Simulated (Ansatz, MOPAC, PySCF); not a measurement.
Molecule: InI (charge 0, singlet). SMILES: [In][I]
Coordinates optimised at B3LYP-D3(BJ)/def2-TZVP (Ansatz, a first-principles code):
```
In
I 1 2.8039
```
Charge 0, spin multiplicity 1.

Unscaled harmonic wavenumbers (cm⁻¹) in rising order, each level at the stationary point that it reaches from this structure (no distance between atoms moves by over 0.3 Å); the order of modes can differ between levels, and a negative number is imaginary. B3LYP-D3(BJ)/def2-TZVP (PySCF, at the structure above): 167.

PM3 (MOPAC): 222. Zero-point energy 0.3 against 0.2 kcal/mol.

HF/LANL2DZ (Ansatz): 154. Zero-point energy 0.2 against 0.2 kcal/mol.
